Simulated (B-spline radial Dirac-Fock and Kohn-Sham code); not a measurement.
Xe²⁺: eigenvalues, ΔSCF and the reference

System: xenon as Xe²⁺, configuration [Kr] 4d10 5s2 5p4.

The density-functional columns are spherical, spin-unpolarised Dirac-Kohn-Sham results without Breit or QED terms: −ε is minus the orbital energy of the initial state and ΔSCF the difference of two total energies. The reference in the last column comes from ΔSCF Dirac-Fock with Breit, self-energy and vacuum polarisation, finite nucleus, configuration average. All numbers are from an atomic code on a B-spline grid, in eV; a selection of levels is shown. The Kohn-Sham columns are given as differences from the reference. For the 1s level of heavy atoms much of the gap between ΔSCF and the reference is the Breit and QED part, -123.4 eV here; for other levels the error of the functional can be larger.

| level | LDA −ε − DF | LDA ΔSCF − DF | PBE −ε − DF | PBE ΔSCF − DF | Dirac-Fock |
| --- | --- | --- | --- | --- | --- |
| 1s | -258.5 | +112.2 | -221.0 | +150.8 | 34587.0 |
| 2s | -122.1 | -54.5 | -117.4 | -50.0 | 5482.1 |
| 2p1/2 | -90.9 | -6.8 | -89.2 | -5.1 | 5130.8 |
| 2p3/2 | -94.7 | -16.4 | -93.3 | -15.1 | 4810.4 |
| 3s | -61.4 | -37.8 | -60.0 | -36.5 | 1174.5 |
| 3p1/2 | -48.9 | -24.4 | -48.4 | -24.0 | 1028.5 |
| 3p3/2 | -48.2 | -24.7 | -47.9 | -24.4 | 966.3 |
| 3d3/2 | -29.9 | -3.6 | -30.1 | -3.9 | 712.2 |
| 3d5/2 | -30.2 | -4.3 | -30.5 | -4.6 | 699.6 |
| 4s | -27.2 | -16.0 | -26.8 | -15.6 | 245.4 |
| 4p1/2 | -21.0 | -10.1 | -20.8 | -9.9 | 191.8 |
| 4d3/2 | -9.2 | +0.6 | -9.3 | +0.5 | 91.06 |
| 4d5/2 | -9.2 | +0.5 | -9.3 | +0.4 | 89.09 |
| 5s | -5.7 | +0.1 | -6.0 | -0.2 | 45.22 |
| 5p | -4.0 | +1.2 | -4.2 | +0.9 | 30.84 |

Values without a named source are computed, but for edge energies of neutral atoms, which are taken from tables.
